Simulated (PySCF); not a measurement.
ScF₂, SMILES [F][Sc+][F], charge +1. Atoms are numbered in the order given.

```xyz
3

Sc     0.0000     0.0000     0.4310
F      0.0000    -1.4957    -0.5028
F      0.0000     1.4957    -0.5028
```
Charge +1, spin multiplicity 1.

Geometry optimised at ωB97X-D3(BJ)/def2-TZVP. The multiplicity is an assumed one; other spin states were not compared. The isomer is the one that the SMILES or the coordinates give; other isomers of the formula were not compared.

Calculation: KT2/pcSseg-2 (PySCF).

GIAO shieldings, no solvent; atoms alike by connectivity are averaged. δ = σ(ref) − σ: ¹⁹F against CFCl3 (σ = 125.1 ppm), references at their B3LYP-D3(BJ)/def2-TZVP geometries, non-relativistic.

Computed chemical shifts:
```tsv
nucleus	atoms	count	δ (ppm)
¹⁹F	F2, F3	2	513.2
```
